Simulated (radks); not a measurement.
Task: The mean radii <r> (bohr) of the occupied orbitals of an atom or ion are listed with their occupations. Method: non-relativistic Kohn-Sham, PBE, spin-polarised, spherical densities, point nucleus; computed with a radial shooting solver on a logarithmic mesh with Libxc functionals.

orbital  occ.      <r>
1s up       1  0.02864
1s down     1  0.02862
2s up       1   0.1193
2s down     1   0.1195
2p up       3   0.1010
2p down     1   0.1012

Name the element and its charge. Open shells, if any, are filled with parallel spins first.

Result: Z = 53, iodine, charge +45: I45+ in [He] 2s2 2p4. The 1s radius gives Z: for a bare nucleus <r> = 1.5/Z, 0.0283 bohr for Z = 53, and screening makes it slightly larger (0.02864 here). The occupations add up to 8, and the charge is Z minus that.
